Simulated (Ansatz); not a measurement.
This geometry of C2H7BSeSi (12 atoms, charge 0, multiplicity 1) is a first-order saddle point.

These are results of RKS PBE0/def2-SVP (Ansatz), not measurements.

```xyz
12
Properties=species:S:1:pos:R:3
B -0.785 1.515 -0.047
C -0.082 0.154 -0.296
Si 1.302 -0.312 0.909
C -0.908 -0.986 -0.793
Se 0.375 -0.413 -2.147
H -1.309 1.682 1.035
H -0.819 2.401 -0.865
H 2.456 0.621 0.751
H 1.717 -1.713 0.611
H 0.812 -0.222 2.322
H -0.727 -1.987 -0.386
H -1.954 -0.795 -1.059
```

(1) Which two structures does it join? (They come from a converged band through this point; their orientation in space is the band's.)

(2) How far does it lie above each of them?

Answers

(1) No bond is made or broken. The dihedral H7–B1–C2–Se5 goes from -100 to 92°. The two ends are copies of one structure, up to a mirror image or an exchange of like atoms.

Image 0:

```xyz
12
Properties=species:S:1:pos:R:3
B -0.734 1.464 -0.287
C -0.204 0.030 0.057
Si 1.384 -0.368 0.984
C -1.012 -0.998 -0.614
Se -0.023 0.105 -1.935
H -1.922 1.608 -0.474
H -0.009 2.419 -0.132
H 2.386 0.710 0.756
H 1.919 -1.686 0.522
H 1.077 -0.462 2.446
H -0.696 -2.048 -0.589
H -2.091 -0.830 -0.700
```

Image 8:

```xyz
12
Properties=species:S:1:pos:R:3
B -0.733 1.464 -0.287
C -0.205 0.030 0.057
Si 1.383 -0.368 0.984
C -1.012 -0.998 -0.614
Se -0.022 0.104 -1.934
H -0.006 2.418 -0.129
H -1.921 1.611 -0.474
H 2.384 0.711 0.755
H 1.920 -1.686 0.522
H 1.076 -0.462 2.445
H -0.696 -2.048 -0.589
H -2.092 -0.831 -0.701
```

(2) 15.5 kcal/mol above the first and 15.5 kcal/mol above the second. This is the barrier of this one path; another mechanism may lie lower.

The run took 3.4 min on 2 threads of AMD EPYC 7R13 Processor (Zen 3), on a shared host, peak memory 0.36 GiB.
